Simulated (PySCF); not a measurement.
## CuBr: frontier orbitals

PBE0 at R = 2.187 Å; basis Cu x2c-TZVPPall, Br x2c-TZVPPall; spin-free X2C with a Gaussian nucleus; PySCF 2.14. State: ¹Σ⁺ (singlet), closed shell. Only the outer orbitals are listed, counted within each symmetry.

| orbital | occ. | ε (eV) | on Cu (%) | main shells (%) |
| --- | --- | --- | --- | --- |
| 13σ | 2 | -9.83 | 48 | 50 Br p, 42 Cu d |
| 6π | 2 | -9.07 | 80 | 80 Cu d, 20 Br p |
| 6π | 2 | -9.07 | 80 | 80 Cu d, 20 Br p |
| 2δ | 2 | -8.50 | 100 | 100 Cu d |
| 2δ | 2 | -8.50 | 100 | 100 Cu d |
| 14σ | 2 | -7.72 | 73 | 52 Cu d, 27 Br p, 19 Cu s |
| 7π | 2 | -7.20 | 23 | 77 Br p, 20 Cu d |
| 7π | 2 | -7.20 | 23 | 77 Br p, 20 Cu d |
| 15σ | 0 | -2.96 | 89 | 66 Cu s, 20 Cu p, 10 Br p |
| 8π | 0 | 0.82 | 95 | 90 Cu p |
| 8π | 0 | 0.82 | 95 | 90 Cu p |

Which are the highest filled and the lowest empty level, where do they sit, and how wide is the gap?

Highest filled 7π at -7.20 eV (in %: 77 Br p, 20 Cu d); lowest empty 15σ at -2.96 eV (in %: 66 Cu s, 20 Cu p, 10 Br p); the gap at PBE0 is 4.24 eV.

```
bond order (Mayer)                               : 1.06
⟨S²⟩                                             : 0.000
charge on Cu (Mulliken, basis-dependent)         : 0.39
charge on Cu (Löwdin, basis-dependent)           : -0.09
dipole moment (positive dipole means Cu(−)Br(+)) : -4.61 D
polarisability along the bond                    : 55.9 bohr³
polarisability across the bond                   : 34.5 bohr³
```
